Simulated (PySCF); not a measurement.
Sb(H)(SiH3)2 (H₇SbSi₂), SMILES [SiH3][SbH][SiH3]. Heavy atoms are numbered as in [SbH:1]([SiH3:3])[SiH3:7]. Hydrogens are named by the atom that carries them.

Geometry: r2SCAN-D4/def2-SVP. The def2 effective core potentials stand for the cores of Sb; spin–orbit coupling is left out.

All values below come from CAM-B3LYP/def2-TZVP (PySCF).

ESP charges are fitted to the potential on shells at 1.4 to 2.0 van der Waals radii. Atomic charges (e), one atom of each kind:

```csv
atom,ESP fit,Mulliken,Löwdin
Sb1 (SbH),___,0.09,0.11
H on Sb1,___,-0.03,-0.02
Si3 (SiH3),___,0.06,0.07
H on Si3,___,-0.03,-0.04
```

**Question.** Complete the blanks. (The exact figures need the calculation; the answer reports its results.)

**Answer.** 
- Sb1 (SbH), ESP fit: -0.05
- H on Sb1, ESP fit: -0.01
- Si3 (SiH3), ESP fit: 0.17
- H on Si3, ESP fit: -0.06
